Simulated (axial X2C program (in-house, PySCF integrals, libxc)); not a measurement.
## Spin–orbit effects along a row: molecules with I (ions), HF

Calculated with an in-house relativistic program for diatomic molecules, spin-free (one-electron X2C) or two-component (2c: spin–orbit coupling with atomic mean-field Coulomb and Gaunt terms, which also bring small scalar terms), in Dyall basis sets with cores contracted in-house; open shells are unrestricted.

Basis sets: B dyall-av3z, Be dyall-av3z, C dyall-av3z, I dyall-acv3z, Li dyall-av3z, O dyall-av3z.

| molecule | spin-free state | Re (Å) | ωe (cm⁻¹) | De (eV) | 2c state | Re 2c (Å) | ωe 2c (cm⁻¹) | De 2c (eV) |
| --- | --- | --- | --- | --- | --- | --- | --- | --- |
| LiI⁻ | M_S = 1/2, Λ = 0 | 2.590 | 350.3 | 1.17 | Ω = 1/2 | 2.592 | 348.7 | 1.17 |
| BeI⁻ | M_S = 0, Λ = 0 | 2.555 | 243.2 | 0.44 | Ω = 0 | 2.560 | 241.0 | 0.44 |
| BI⁻ | ? | ? | ? | ? | ? | ? | ? | ? |
| CI⁻ | M_S = 1, Λ = 0 | 2.486 | 211.0 | 0.45 | Ω = 1 | 2.487 | 211.3 | 0.45 |
| IO⁻ | M_S = 0, Λ = 0 | 1.905 | 605.9 | -1.21 | Ω = 0 | 1.907 | 604.0 | -1.20 |

Task: Estimate the 2c Re and ωe of BI⁻ as the mean of its neighbours in the table.

Result: Re ≈ 2.524 Å, ωe ≈ 226.2 cm⁻¹. The HF runs give the row below, so the estimate misses by -0.131 Å and 52.8 cm⁻¹.

```json
{"molecule": "BI⁻", "spin-free state": "M_S = 1/2, Λ = 1", "Re (Å)": "2.667", "ωe (cm⁻¹)": "168.7", "De (eV)": "0.28", "2c state": "Ω = 1/2", "Re 2c (Å)": "2.655", "ωe 2c (cm⁻¹)": "173.3", "De 2c (eV)": "0.29"}
```

Fragments in 2c: I- + Li, I- + Be, I- + B, I- + C, I- + O. Each entry is the lowest single determinant of a limited PBE0 search at one distance. De goes to single-determinant-based atoms at the same level (for ions the charge split of lowest energy) and is withheld (n/a) where an atom does not fit its ground term or J level. Main or longest-lived isotopes. One determinant is a doubtful description, or other states lie close, for CI⁻; these need not be ground states, and all values refer to the states named. Some open-shell Ω = 0 determinants are out of reach, so the Ω given for CI⁻ need not be the lowest component. With several unpaired electrons the Ω given is that of one determinant, not necessarily of the lowest component. Some light 2c atoms are not at their ground J level, so De misses part of their lowering (0.04 eV or less).
